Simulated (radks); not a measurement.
Species: Mg+. Configuration: [He] 2s2 2p5.5 3s1 4s0.5 (fractional occupations, a model configuration). Calculated with a radial shooting solver on a logarithmic mesh with Libxc functionals: non-relativistic Kohn-Sham, BLYP, spin-polarised, spherical densities, point nucleus; open shells are filled with parallel spins first.

Normalised radial functions P(r) = r R(r), r in bohr:

r	2s up	2s down
0.006223	0.1194	0.1189
0.009358	0.1728	0.1721
0.01396	0.2436	0.2426
0.02099	0.3354	0.3340
0.03132	0.4381	0.4363
0.0471	0.5334	0.5312
0.07026	0.5696	0.5672
0.1048	0.4728	0.4707
0.1576	0.1547	0.1538
0.2352	-0.3777	-0.3765
0.3536	-0.9657	-0.9623
0.5276	-1.2490	-1.2462
0.7933	-1.0298	-1.0309
1.184	-0.5318	-0.5350
1.766	-0.1528	-0.1547
2.655	-0.0186	-0.0187
3.961	-0.0007	-0.0007
5.957	0.0000	0.0000
8.886	0.0000	0.0000
13.36	0.0000	0.0000
19.94	0.0000	0.0000

2s up: eigenvalue -99.463 eV, 1 radial node at r = 0.180 bohr, <r> = 0.687 bohr, 90 % of the charge inside 1.09 bohr. 2s down: eigenvalue -98.049 eV, 1 radial node at r = 0.180 bohr, <r> = 0.689 bohr, 90 % of the charge inside 1.09 bohr.
